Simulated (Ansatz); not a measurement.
Geometry optimisation, Ansatz, RKS B3LYP/def2-SVP.

Input:

```yaml
crystal:
  periodic: [false, false, false]
  atoms:
    - { symbol: Al, position_ang: [0.112294, 0.30946, -0.119439] }
    - { symbol: H, position_ang: [0.050866, 0.142094, 1.434252] }
    - { symbol: F, position_ang: [1.502285, 0.793261, -0.881289] }
    - { symbol: F, position_ang: [-1.295992, 0.195058, -0.997317] }
    - { symbol: O, position_ang: [0.104955, -2.459438, 0.925013] }
    - { symbol: H, position_ang: [-0.798372, -2.782998, 0.788101] }
    - { symbol: H, position_ang: [-0.004735, -1.722538, 1.574679] }
basis:
  gaussian: { orbitals: def2-SVP }
hamiltonian:
  xc: b3lyp
relax:
  f_tol: 0.03
  max_steps: 50
```

Run as:

```bash
$ ansatz run input.yaml --threads 1 --pin off --max-ram 2048MiB --backend cpu --events-out ev --progress --plain --runs-dir out
```

Problem. Where does it end, and by what steps?

Solution. It converged. After 12 steps the energy has fallen by 0.984 eV; H6 moved furthest, 0.74 Å. Joined: Al1–O5 (2.96 → 1.99 Å).

```
step  energy less start (eV)  largest force component (eV/Å)  accepted
   0                  0.0000                           1.048       yes
   1                 -0.1267                           1.544       yes
   2                 -0.3382                           2.291       yes
   3                 -0.7035                           1.722       yes
   4                 -0.8668                           0.945       yes
   5                 -0.9335                           0.236       yes
   6                 -0.9600                           0.279       yes
   7                 -0.9728                           0.293       yes
   8                 -0.9798                           0.050       yes
   9                 -0.9821                           0.071       yes
  10                 -0.9831                           0.126       yes
  11                 -0.9834                           0.075       yes
  12                 -0.9836                           0.018       yes
```

```xyz
7
Properties=species:S:1:pos:R:3
Al 0.068 0.028 0.139
H -0.040 0.779 1.521
F 1.459 0.211 -0.768
F -1.337 -0.270 -0.746
O 0.108 -1.883 0.685
H -0.675 -2.280 0.264
H 0.089 -2.110 1.628
```

Whether the end is a true minimum wasn't checked by a vibrational analysis.

Run time: 33 s on 1 thread of Arm Neoverse V2, with other jobs on the host, peak memory 0.15 GiB.
